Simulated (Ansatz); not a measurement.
Reaction (SMILES): O=[P] (O-P) → O atom + P atom
B3LYP-D3(BJ)/def2-TZVP geometries, fixed; electronic energies without zero-point terms.

Basis-set convergence of the atomisation energy at MP2 with Ansatz (a first-principles code). Cartesian d functions, on some or all atoms, in 6-31+G*, 6-311+G**; all else is spherical. Cores are frozen. Open shells are unrestricted. No added dispersion term, no relativity. Functions are those of the species that has most. Reference: Hartree-Fock in aug-cc-pV(Q+d)Z plus the correlation part extrapolated as X^-3 from aug-cc-pV(T+d)Z and aug-cc-pV(Q+d)Z, 151.64 kcal/mol, itself unsure by roughly 1.14 kcal/mol (a third of the extrapolation step and of the last Hartree-Fock step). Deviations are taken from unrounded values.

| basis | functions | atomisation energy (kcal/mol) | minus reference (kcal/mol) |
|---|---|---|---|
| def2-SVP | 32 | 122.03 | -29.61 |
| pcseg-1 | 32 | 123.33 | -28.31 |
| cc-pV(D+d)Z | 37 | 120.04 | -31.60 |
| 6-31+G* | 42 | 127.34 | -24.30 |
| def2-SVPD | 47 | 129.14 | -22.50 |
| aug-pcseg-1 | 50 | 129.95 | -21.69 |
| 6-311+G** | 53 | 125.93 | -25.71 |
| aug-cc-pV(D+d)Z | 55 | 129.65 | -21.99 |
| 6-311++G(2d,2p) | 62 | 134.42 | -17.22 |
| pcseg-2 | 64 | 142.69 | -8.95 |
| def2-TZVP | 68 | 141.52 | -10.12 |
| jun-cc-pV(T+d)Z | 87 | 143.22 | -8.41 |
| def2-TZVPPD | 88 | 142.98 | -8.65 |
| aug-pcseg-2 | 96 | 144.75 | -6.88 |
| aug-cc-pV(T+d)Z | 101 | 144.55 | -7.09 |
| cc-pV(Q+d)Z | 119 | 147.38 | -4.26 |
| def2-QZVPPD | 142 | 147.78 | -3.85 |
| pcseg-4 | 206 | 150.43 | -1.21 |
